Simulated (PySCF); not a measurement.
Species: C₈H₁₁NS.
SMILES with atom numbers: `[CH3:1][CH2:2][NH:3][C:4](=[S:5])[C:6]#[C:7][CH:8]1[CH2:9][CH2:10]1`

Geometry (GFN2-xTB, Å), atoms numbered from 1 in this order:
```xyz
21
C8H11NS angstrom
C      1.985    0.568   -1.566
C      2.253    0.632   -0.063
N      2.471   -0.675    0.506
C      1.492   -1.522    0.868
S      1.830   -3.060    1.373
C      0.161   -1.074    0.822
C     -1.019   -0.814    0.796
C     -2.391   -0.453    0.734
C     -2.908    0.238   -0.506
C     -2.774    1.007    0.764
H      1.830    1.568   -1.961
H      1.096   -0.028   -1.760
H      2.826    0.114   -2.085
H      1.394    1.083    0.443
H      3.137    1.242    0.136
H      3.400   -1.069    0.474
H     -3.053   -1.155    1.227
H     -3.894   -0.031   -0.852
H     -2.202    0.435   -1.300
H     -3.667    1.277    1.306
H     -1.978    1.733    0.840
```

Definitions: NICS(0) = −σiso at the ring centroid; NICS(1) = −σiso and NICS(1)zz = −σzz at ±1 Å along the ring normal z. Level: GIAO PBE0/pcSseg-1 (PySCF, non-relativistic, gas phase) on the GFN2-xTB geometry, one conformer.

Ring bond lengths (Å), with Mayer bond orders in brackets: C8–C9 1.511 (0.91), C9–C10 1.491 (0.98), C10–C8 1.510 (0.91).

Problem. What do the NICS probes read (ppm)?

Solution. 
```csv
ring,type,NICS(0),"NICS(1), two faces","NICS(1)zz, two faces",rms pucker (Å),"centre to ring atoms, mean (Å)"
C8–C9–C10,3-membered carbocycle; formal bonds all single,-43.8,-8.2 / -8.6,-22.9 / -23.9,0.00,0.87
```

Problem. What can be read from them?

Solution. 
- C8–C9–C10: mean NICS(1)zz -23.4 ppm, shielded. C8, C9, C10 have four or more neighbours; no verdict on aromaticity is drawn. NICS(0) lies 35 ppm below the mean NICS(1).

Problem. Give the inner angles of the rings and the Hirshfeld charges of the ring atoms.

Solution. 
- C8–C9–C10: C8 59.2° (-0.024 e), C9 60.4° (-0.072 e), C10 60.5° (-0.073 e); sum 180.0° against 180° for a flat convex ring.

Problem. What are the shieldings of the ring atoms and their hydrogens in the same run (means over atoms taken as equivalent)?

Solution. 
```
   atoms                 environment  σ isotropic (ppm)
      C8          propargylic carbon              183.0
 C9 (×2)  three-membered-ring carbon              173.0
     H17            methine hydrogen              29.94
H18 (×2)          methylene hydrogen              30.69
H19 (×2)          methylene hydrogen              30.98
```

The run took 1.9 min wall on one thread, Arm Neoverse N1 (aarch64), shared host with 64 logical CPUs at a one-minute load of 57, and the process peaked at 1.1 GiB of memory. This is the whole shielding run at PBE0/pcSseg-1, SCF included.
